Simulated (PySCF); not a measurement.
BrFH₄N₂Si, SMILES N[Si](N)(F)Br. Coordinates come from a ωB97X-D3(BJ)/def2-SVP optimisation. The structure was generated by enumeration, and PubChem lists no compound with its InChIKey, so it may never have been made. Other conformers were not sampled.

Level of theory: ωB97X-D3(BJ)/def2-SVP run with PySCF.

Harmonic wavenumbers (cm⁻¹): 172, 182, 231, 261, 277, 317, 369, 404, 415, 467, 785, 822, 840, 952, 990, 1537, 1546, 3630, 3632, 3730, 3738. Rotational constants (GHz): 3.711, 1.519, 1.469; symmetry number 1.

Work out the zero-point energy and the ideal-gas rigid-rotor harmonic-oscillator thermochemistry at 298.15 K and 1 atm.

ZPE = ½ Σ hcν = ½ × 25295 cm⁻¹ = 36.16 kcal/mol. H − E(el) = 41.38 kcal/mol. Entropy in cal/(mol K): translation 41.10, rotation 28.05, vibration 15.63, total 84.78. G − E(el) = 16.10 kcal/mol. Cp = 27.17 cal/(mol K).
